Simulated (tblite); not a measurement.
C4H10Ge2O.
Bonds: Ge1–O2, O2–Ge3, Ge3–C4, C4–C5, C5–C6 (double), C6–C7, Ge3–C7. Hydrogens: H8, H9, H10 on Ge1; H11 on Ge3; H12, H13 on C4; H14 on C5; H15 on C6; H16, H17 on C7.

Computed with GFN2-xTB (tblite), gas phase: L-BFGS steps from a force-field or distance-geometry start until the largest atomic force falls under 0.01 eV/Å.

At the end of the run (lengths in Å): Ge3–C4 1.994, Ge1–O2 1.736, Ge3–C7 1.993, Ge1–H8 1.501, Ge1–H9 1.502, Ge1–H10 1.496, C4–H13 1.091, Ge1–O2–Ge3 136.2°, O2–Ge3–C4 112.1°, Ge3–C4–C5 102.0°, C4–C5–C6 120.9°, Ge1–O2–Ge3–C4 -44°, O2–Ge3–C4–C5 101°, Ge3–C4–C5–C6 10°, H11–Ge3–O2–Ge1 -174°, H8–Ge1–O2–Ge3 90°.

Question: These geometries were met on the way; a selection of coordinates is given. Order them by energy above the end point, lowest first.
A. Ge3–C4 1.930, Ge1–O2 1.798, Ge3–C7 1.938, Ge1–H8 1.553, Ge1–H9 1.550, Ge1–H10 1.542, C4–H13 1.129, Ge1–O2–Ge3 105.4°, O2–Ge3–C4 111.0°, Ge3–C4–C5 105.5°, C4–C5–C6 118.8°, Ge1–O2–Ge3–C4 178°, O2–Ge3–C4–C5 112°, Ge3–C4–C5–C6 2°, H11–Ge3–O2–Ge1 49°, H8–Ge1–O2–Ge3 179°
B. Ge3–C4 1.983, Ge1–O2 1.751, Ge3–C7 1.993, Ge1–H8 1.497, Ge1–H9 1.516, Ge1–H10 1.514, C4–H13 1.091, Ge1–O2–Ge3 115.4°, O2–Ge3–C4 114.3°, Ge3–C4–C5 101.4°, C4–C5–C6 122.0°, Ge1–O2–Ge3–C4 -179°, O2–Ge3–C4–C5 115°, Ge3–C4–C5–C6 -1°, H11–Ge3–O2–Ge1 50°, H8–Ge1–O2–Ge3 177°
C. Ge3–C4 1.986, Ge1–O2 1.740, Ge3–C7 1.992, Ge1–H8 1.497, Ge1–H9 1.504, Ge1–H10 1.502, C4–H13 1.091, Ge1–O2–Ge3 141.2°, O2–Ge3–C4 110.6°, Ge3–C4–C5 102.4°, C4–C5–C6 121.1°, Ge1–O2–Ge3–C4 -160°, O2–Ge3–C4–C5 126°, Ge3–C4–C5–C6 -7°, H11–Ge3–O2–Ge1 72°, H8–Ge1–O2–Ge3 159°
D. Ge3–C4 1.999, Ge1–O2 1.749, Ge3–C7 1.992, Ge1–H8 1.500, Ge1–H9 1.506, Ge1–H10 1.501, C4–H13 1.090, Ge1–O2–Ge3 131.0°, O2–Ge3–C4 116.4°, Ge3–C4–C5 102.4°, C4–C5–C6 121.3°, Ge1–O2–Ge3–C4 -175°, O2–Ge3–C4–C5 116°, Ge3–C4–C5–C6 -4°, H11–Ge3–O2–Ge1 55°, H8–Ge1–O2–Ge3 176°
E. Ge3–C4 1.958, Ge1–O2 1.759, Ge3–C7 1.978, Ge1–H8 1.486, Ge1–H9 1.515, Ge1–H10 1.516, C4–H13 1.072, Ge1–O2–Ge3 109.2°, O2–Ge3–C4 112.3°, Ge3–C4–C5 102.8°, C4–C5–C6 121.0°, Ge1–O2–Ge3–C4 179°, O2–Ge3–C4–C5 113°, Ge3–C4–C5–C6 -1°, H11–Ge3–O2–Ge1 48°, H8–Ge1–O2–Ge3 179°

Answer: C (0.083 eV), D (0.136 eV), B (0.227 eV), E (0.368 eV), A (0.604 eV).

```tsv
step	E above end (eV)	rms distance from the end, all atoms (Å)	largest force (eV/Å)	rms shift of all bonds from the end (Å)
44	0.083	0.952	0.108	0.003
26	0.136	1.070	0.172	0.007
12	0.227	1.138	0.239	0.012
3	0.368	1.152	0.661	0.017
0	0.604	1.163	1.787	0.036
```

Rows stand in the order of the answer.
